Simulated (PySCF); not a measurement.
# Dipole response of Li⁺ (lithium, charge +1)

1s2, closed-shell 1S. Computed with PySCF 2.14 in aug-cc-pVTZ with one added diffuse shell each of s, p, d, f type (6s5p4d3f, 62 functions), with no relativity, point nucleus. Coupled (time-dependent) response in atomic units; α is the mean over directions.

```json
{"method": "UHF", "mean α (bohr³)": "0.1204", "C₆ (like pair)": "0.02636", "S(−4)": "0.02069"}
{"method": "PBE", "mean α (bohr³)": "0.1423", "C₆ (like pair)": "0.03350", "S(−4)": "0.02956"}
{"method": "PBE0", "mean α (bohr³)": "0.1353", "C₆ (like pair)": "0.03111", "S(−4)": "0.02658"}
{"method": "BLYP", "mean α (bohr³)": "0.1422", "C₆ (like pair)": "0.03337", "S(−4)": "0.02966"}
{"method": "B97-3", "mean α (bohr³)": "0.1320", "C₆ (like pair)": "0.02991", "S(−4)": "0.02549"}
```

S(−4) is the Cauchy moment in α(ω) = α(0) + S(−4) ω² + …

α(iu) at BLYP:

```tsv
u (hartree)	α(iu) (bohr³)
0	0.1422
0.0500	0.1421
0.100	0.1419
0.200	0.1410
0.300	0.1396
0.500	0.1351
0.750	0.1273
1.00	0.1177
1.50	0.09697
2.00	0.07785
3.00	0.04986
5.00	0.02323
```

A single London oscillator, α(iu) = α/(1 + u²/ω²), gives C₆ = (3/4) ω α². Matching the computed C₆ needs ω = 4 × 0.03337 / (3 × 0.1422²) = 2.20 hartree.

For an ion, C₆ is the dispersion term alone; charge-induced terms of lower order in 1/R come first.
